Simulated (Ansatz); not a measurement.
Cost and result for the atomization energy of `FC(F)C1OC1(F)F` (10 atoms, 10 bonds).

Z-matrix (Å, degrees):
```
C
F 1 1.353
C 1 1.500 2 108.4
F 1 1.352 2 107.8 3 -118.3
H 1 1.093 2 109.4 3 123.6
O 3 1.460 1 115.1 2 161.3
C 3 1.446 1 121.3 2 97.9
H 3 1.087 1 115.6 2 -61.2
F 7 1.330 3 122.4 1 -5.2
F 7 1.325 3 122.1 1 -153.0
```

Charge 0, multiplicity 1. Geometry: relaxed with PBE0-D4/def2-TZVP. It is one conformer, not always the lowest. Program: Ansatz. All runs use 4 threads of an Arm Neoverse V2 on a shared host. Times are those of one run each, without the atoms' runs, and a repeat can differ threefold. Electronic energies, without spin–orbit coupling; frozen cores. CCSD(T)/CBS adds CCSD(T) − MP2 in def2-TZVPP to the MP2 limit, and its time is that of the two runs behind it. T1 = 0.012. B3LYP takes the VWN-RPA correlation (the form of Gaussian; ORCA's B3LYP/G).

CCSD(T)/CBS is a level of theory with its own doubt, some kJ/mol a heavy atom from the limit and from the frozen cores, so smaller differences don't rank the functionals.

```json
{"level": "PBE-D4/def2-TZVPP (with forces)", "functions": "276", "wall time": "3.3 s"}
{"level": "PBE0-D4/def2-TZVPP", "functions": "276", "wall time": "4.4 s"}
{"level": "r2SCAN-D4/def2-TZVPP (with forces)", "functions": "276", "wall time": "7 s"}
{"level": "B3LYP-D4/def2-TZVPP (with forces)", "functions": "276", "wall time": "7 s"}
{"level": "r2SCANh-D4/def2-TZVPP", "functions": "276", "wall time": "7.5 s"}
{"level": "B2PLYP/def2-TZVPP", "functions": "276", "wall time": "9 s"}
{"level": "PBE-QIDH/def2-TZVPP", "functions": "276", "wall time": "10 s"}
{"level": "ωB97X-V/def2-TZVPP", "functions": "276", "wall time": "11 s"}
{"level": "B97M-V/def2-TZVPP", "functions": "276", "wall time": "14 s"}
{"level": "CCSD(T)/def2-SVP", "functions": "122", "wall time": "25 s"}
{"level": "MP2/def2-QZVPP", "functions": "516", "wall time": "39 s"}
{"level": "CCSD(T)/def2-TZVPP", "functions": "276", "wall time": "13 min"}
{"level": "CCSD(T)/CBS(def2)", "functions": "–", "wall time": "13 min"}
```

Task: What atomization energy does each give, and how far from CCSD(T)/CBS? (Estimate.)

Result: The calculation gave: 
| level | atomization (kcal/mol) | difference from CCSD(T)/CBS | per bond |
| --- | --- | --- | --- |
| PBE-D4/def2-TZVPP (with forces) | 1053.5 | 57.1 | 5.7 |
| PBE0-D4/def2-TZVPP | 1010.0 | 13.6 | 1.4 |
| r2SCAN-D4/def2-TZVPP (with forces) | 1008.5 | 12.1 | 1.2 |
| B3LYP-D4/def2-TZVPP (with forces) | 990.9 | -5.5 | -0.5 |
| r2SCANh-D4/def2-TZVPP | 994.2 | -2.2 | -0.2 |
| B2PLYP/def2-TZVPP | 985.7 | -10.7 | -1.1 |
| PBE-QIDH/def2-TZVPP | 994.8 | -1.6 | -0.2 |
| ωB97X-V/def2-TZVPP | 1004.7 | 8.3 | 0.8 |
| B97M-V/def2-TZVPP | 999.9 | 3.5 | 0.3 |
| CCSD(T)/def2-SVP | 948.5 | -47.9 | -4.8 |
| MP2/def2-QZVPP | 1032.3 | 35.9 | 3.6 |
| CCSD(T)/def2-TZVPP | 967.3 | -29.1 | -2.9 |
| CCSD(T)/CBS(def2) | 996.4 | 0.0 | 0.0 |

From r2SCAN to r2SCAN0 (25 % exact exchange), in def2-TZVPP and without D4, the atomization energy moves by −34.8 kcal/mol: exact exchange takes away binding that semilocal exchange gives to molecules. Leaving LDA and LC-ωPBE aside and taking each functional with its dispersion term where it has one, the values, not all of them listed here, spread over 119.7 kcal/mol, from BHLYP-D4 to PBE-D4. LDA lies +175.5 kcal/mol from PBE without D4, its usual overbinding. At CCSD(T), def2-SVP lies −47.9 kcal/mol from the extrapolated value and def2-TZVPP −29.0 kcal/mol: correlation converges slowly with the basis, and small sets miss more of it in the bonded molecule than in its fragments.
